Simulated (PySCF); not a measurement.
Bonding in `Cc1pc(C(C)(C)C)c[p-]1`

C8H13P2 (charge -1).
Atom-mapped SMILES: `[CH3:1][c:2]1[p:3][c:4]([C:5]([CH3:6])([CH3:7])[CH3:8])[cH:9][p-:10]1` (hydrogens: H11, H12, H13 on C1; H14, H15, H16 on C6; H17, H18, H19 on C7; H20, H21, H22 on C8; H23 on C9)

Geometry (GFN2-xTB, Å), atoms numbered from 1 in this order:
```
atom  x, y, z in Å
C1     3.9207    1.2525    0.4427
C2     2.6363    0.6145   -0.0183
P3     1.1178    1.0114    0.7284
C4     0.1770   -0.0950   -0.2659
C5    -1.3238   -0.2529   -0.1186
C6    -1.6565   -1.7079    0.2368
C7    -1.8569    0.6574    0.9870
C8    -2.0140    0.1192   -1.4372
C9     0.8930   -0.8120   -1.1915
P10    2.6147   -0.5673   -1.2937
H11    4.6658    1.2279   -0.3538
H12    3.7530    2.2896    0.7398
H13    4.3325    0.7212    1.3057
H14   -1.1547   -1.9868    1.1614
H15   -2.7324   -1.8398    0.3676
H16   -1.3185   -2.3807   -0.5480
H17   -1.6184    1.6944    0.7595
H18   -1.3821    0.4073    1.9334
H19   -2.9389    0.5530    1.0909
H20   -3.0974    0.0163   -1.3495
H21   -1.7799    1.1496   -1.6975
H22   -1.6680   -0.5215   -2.2451
H23    0.4260   -1.5235   -1.8650
```

Bond orders from the PBE0/pcSseg-1 density (PySCF). Isolated species at its GFN2-xTB geometry, gas phase. GFN2-xTB frequencies show an imaginary mode (38i cm⁻¹), so this geometry is no minimum at that level. The pcSseg-1 basis has no diffuse functions, a weakness for an anion.

(1) How far do the computed orders between heavy atoms stray from the drawn ones?

(2) Set the Mayer orders of the bonds between heavy atoms beside their lengths.

Answers

(1) The largest departure is 0.282, at P3–C4 (drawn aromatic, 1.218), counting aromatic bonds as 1.5. The bonds drawn aromatic range from 1.22 to 1.52.

(2) 
```csv
bond,drawn as,length (Å),Mayer order
C1–C2,single,1.506,1.048
C2–P3,aromatic,1.738,1.282
P3–C4,aromatic,1.760,1.218
C4–C5,single,1.516,0.951
C5–C6,single,1.534,1.012
C5–C7,single,1.528,1.041
C5–C8,single,1.534,1.012
C4–C9,aromatic,1.372,1.521
C9–P10,aromatic,1.742,1.239
P10–C2,aromatic,1.739,1.312
```

Bonds between the same two heavy elements. C–C: lowest C4–C5 (0.951, 1.516 Å), highest C4–C9 (1.521, 1.372 Å); in 3 of the 15 pairs the longer bond (by over 0.003 Å) has the higher order (by 0.02 or more). C–P: lowest P3–C4 (1.218, 1.760 Å), highest P10–C2 (1.312, 1.739 Å).

Question: And the bonds to hydrogen?

Answer: C–H: 0.95 to 0.97 (13 bonds).

Question: Sum the orders of all bonds at each heavy atom with more than one neighbour and set the sums beside the valence in the SMILES.

Answer: C1 3.933 (drawn 4), C2 3.642 (drawn 4), P3 2.500 (drawn 3), C4 3.690 (drawn 4), C5 4.016 (drawn 4), C6 3.908 (drawn 4), C7 3.914 (drawn 4), C8 3.907 (drawn 4), C9 3.707 (drawn 4), P10 2.551 (drawn 2). Orders between atoms that aren't bonded are not in these sums.

Mayer orders depend on the basis set.
